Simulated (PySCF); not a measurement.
Br2Cd. Atoms are numbered in the order given.

```xyz
3

Cd     0.0000     0.0000     0.0000
Br     0.0000     0.0000    -2.4257
Br     0.0000     0.0000     2.4257
```
Charge 0, spin multiplicity 1.

Geometry optimised at B3LYP-D3(BJ)/def2-SVP. The structure was generated by enumeration; whether it is a known compound was not checked. The def2 effective core potentials stand for the cores of Cd; spin–orbit coupling is left out.

All values below come from PySCF with PBE/def2-TZVPD.

The molecule is in vacuum.

Computed frontier levels, gap, dipole moment and polarisability:
```json
{
 "highest_occupied_level": "-7.18 eV",
 "lowest_empty_level": "-3.32 eV",
 "orbital_gap": "3.86 eV",
 "dipole_moment": "0.000 e·Å",
 "quadrupole, principal values (traceless, Buckingham form, about the centre of nuclear charge)": "-9.21, 4.61, 4.61 D·Å",
 "mean_static_polarisability": "81.4 bohr³ (12.06 Å³)",
 "polarisability_principal_values": "59.9, 59.9, 124.5 bohr³"
}
```
